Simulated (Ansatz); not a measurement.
Input file:

```yaml
crystal:
  periodic: [false, false, false]
  atoms:
    - { symbol: B, position_ang: [-0.683619, -0.707826, -0.291878] }
    - { symbol: Br, position_ang: [-1.25511, 0.969395, -1.060154] }
    - { symbol: F, position_ang: [-1.146991, -1.085315, 0.885236] }
    - { symbol: F, position_ang: [0.095385, -1.518247, -0.984158] }
    - { symbol: H, position_ang: [1.144622, 1.605232, 0.392354] }
    - { symbol: Cl, position_ang: [1.845814, 0.73676, 1.0585] }
basis:
  gaussian: { orbitals: def2-SVP }
hamiltonian:
  xc: pbe
neb:
  order_check: false
  images: 8
  f_tol: 0.03
  max_iterations: 60
  climbing: false
  final_atoms:
    - { symbol: B, position_ang: [0.08447628, -1.05139703, 0.2976626] }
    - { symbol: Br, position_ang: [-0.94239556, 2.03842333, -1.09834259] }
    - { symbol: F, position_ang: [-1.03968491, -1.18074511, 0.97849406] }
    - { symbol: F, position_ang: [0.20313571, -1.6182606, -0.88916818] }
    - { symbol: H, position_ang: [0.24578695, 1.99125678, -0.29001581] }
    - { symbol: Cl, position_ang: [1.44878254, -0.17927837, 1.00126991] }
  initial_path:
    images:
      - { positions_ang: [[-0.683619, -0.707826, -0.291878], [-1.25511, 0.969395, -1.060154], [-1.146991, -1.085315, 0.885236], [0.095385, -1.518247, -0.984158], [1.144622, 1.605232, 0.392354], [1.845814, 0.73676, 1.0585]] }
      - { positions_ang: [[-0.58538204, -0.70444398, -0.22794782], [-1.19633449, 1.05349151, -1.04164852], [-1.12932343, -1.08145404, 0.89474218], [0.11071416, -1.5164461, -0.97248261], [1.03829998, 1.60993291, 0.32497034], [1.76212683, 0.63891869, 1.02226644]] }
      - { positions_ang: [[-0.48714509, -0.70106196, -0.16401764], [-1.13755899, 1.13758802, -1.02314304], [-1.11165586, -1.07759307, 0.90424836], [0.12604332, -1.5146452, -0.96080722], [0.93197797, 1.61463382, 0.25758667], [1.67843966, 0.54107739, 0.98603288]] }
      - { positions_ang: [[-0.38890813, -0.69767994, -0.10008746], [-1.07878348, 1.22168453, -1.00463756], [-1.0939883, -1.07373211, 0.91375453], [0.14137248, -1.51284429, -0.94913183], [0.82565595, 1.61933473, 0.19020301], [1.59475249, 0.44323608, 0.94979932]] }
      - { positions_ang: [[-0.29067118, -0.69429793, -0.03615728], [-1.02000798, 1.30578104, -0.98613209], [-1.07632073, -1.06987115, 0.92326071], [0.15670164, -1.51104339, -0.93745644], [0.71933393, 1.62403565, 0.12281934], [1.51106531, 0.34539477, 0.91356575]] }
      - { positions_ang: [[-0.20532726, -0.73247248, 0.02934723], [-0.98526193, 1.42456197, -0.99037526], [-1.06439783, -1.08047449, 0.93362272], [0.16867394, -1.52215601, -0.92690202], [0.61946337, 1.66692729, 0.04700048], [1.46695071, 0.24361273, 0.90720685]] }
      - { positions_ang: [[-0.13287638, -0.81220362, 0.09642607], [-0.97454534, 1.57802731, -1.0173671], [-1.0582196, -1.10554215, 0.94484056], [0.17728938, -1.54618216, -0.91746856], [0.52604426, 1.74800966, -0.03725359], [1.46240867, 0.13788996, 0.93072262]] }
      - { positions_ang: [[-0.06042549, -0.89193476, 0.16350491], [-0.96382875, 1.73149265, -1.04435893], [-1.05204137, -1.1306098, 0.95605839], [0.18590483, -1.57020831, -0.9080351], [0.43262516, 1.82909204, -0.12150766], [1.45786662, 0.03216718, 0.95423838]] }
      - { positions_ang: [[0.01202539, -0.97166589, 0.23058376], [-0.95311215, 1.88495799, -1.07135076], [-1.04586314, -1.15567746, 0.96727623], [0.19452027, -1.59423445, -0.89860164], [0.33920605, 1.91017441, -0.20576174], [1.45332458, -0.0735556, 0.97775415]] }
      - { positions_ang: [[0.08447628, -1.05139703, 0.2976626], [-0.94239556, 2.03842333, -1.09834259], [-1.03968491, -1.18074511, 0.97849406], [0.20313571, -1.6182606, -0.88916818], [0.24578695, 1.99125678, -0.29001581], [1.44878254, -0.17927837, 1.00126991]] }
```

Command:

```bash
$ ansatz run input.yaml --threads 2 --pin off --max-ram 3072MiB --backend cpu --events-out ev --progress --plain --runs-dir out
```

Hardware: 2 threads of Arm Neoverse V1, on a shared host.

**Question.** Roughly how long does this run take, and how much memory?

**Answer.** 6.2 min, with a peak of 0.18 GiB, for 37 band iterations.
